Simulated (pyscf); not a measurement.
## H₃C–W(=O)(=O)–OH (SMILES [CH3][W](=[O])(=[O])[OH]), singlet

Gas-phase minimum from PySCF at ωB97X-D3(BJ)/def2-SVP, one conformer. 

SMILES: [W](=[O])(=[O])([OH])[CH3]
```xyz
9

C     -0.6830    -0.7539     1.7353
W      0.3358     0.0724     0.0892
O      1.9808    -0.0255     0.5108
O      0.0227    -0.9940    -1.1979
O     -0.2600     1.8383    -0.1817
H     -0.3344    -1.7795     1.9321
H     -1.7664    -0.7832     1.5327
H     -0.4956    -0.1410     2.6326
H     -0.6886     2.2992    -0.9104
```
Charge 0, spin multiplicity 1.

Bonds (Å): C1–W2 2.105, C1–H6 1.101, C1–H7 1.103, C1–H8 1.103, W2–O3 1.701, W2–O4 1.701, W2–O5 1.883, O5–H9 0.963. Bond angles (°): W2–C1–H6 110.6, W2–C1–H7 110.0, W2–C1–H8 109.6, H6–C1–H7 108.6, H6–C1–H8 108.6, H7–C1–H8 109.3, C1–W2–O3 104.6, C1–W2–O4 104.9, C1–W2–O5 109.1, O3–W2–O4 109.2, O3–W2–O5 113.3, O4–W2–O5 114.9, W2–O5–H9 134.3.

Properties at ωB97X-D3(BJ)/def2-SVP:

```json
{
  "harmonic_wavenumbers_unscaled": "175, 177, 199, 225, 234, 264, 354, 525, 587, 668, 711, 763, 1031, 1075, 1249, 1420, 1424, 3061, 3169, 3182, 3943 cm⁻¹",
  "zero_point_energy": "34.9 kcal/mol",
  "rotational_symmetry_number": "1",
  "Entropy of this conformer at 298 K and 1 atm, rigid rotor and harmonic oscillator, modes under 100 cm⁻¹ raised to 100": "354.0 J/(mol K)",
  "dipole_moment": "3.77 D"
}
```

Single-point totals, which compare only within one level:

```json
[
 {"level": "ωB97X-D3(BJ)/def2-TZVP", "total energy (hartree)": "-333.63904"},
 {"level": "PBE/def2-TZVP", "total energy (hartree)": "-333.33537"},
 {"level": "r²SCAN/def2-TZVP", "total energy (hartree)": "-333.47994"},
 {"level": "B3LYP-D3(BJ)/def2-TZVP", "total energy (hartree)": "-333.60195"},
 {"level": "PBE0-D3(BJ)/def2-TZVP", "total energy (hartree)": "-333.26390"},
 {"level": "M06-2X/def2-TZVP", "total energy (hartree)": "-333.32144"},
 {"level": "ωB97M-D3(BJ)/def2-TZVP", "total energy (hartree)": "-333.56715"}
]
```

Soft torsions are taken as harmonic, which can shift the entropy by several J/(mol K). Elements past Kr carry the def2 core potentials, without spin-orbit coupling.
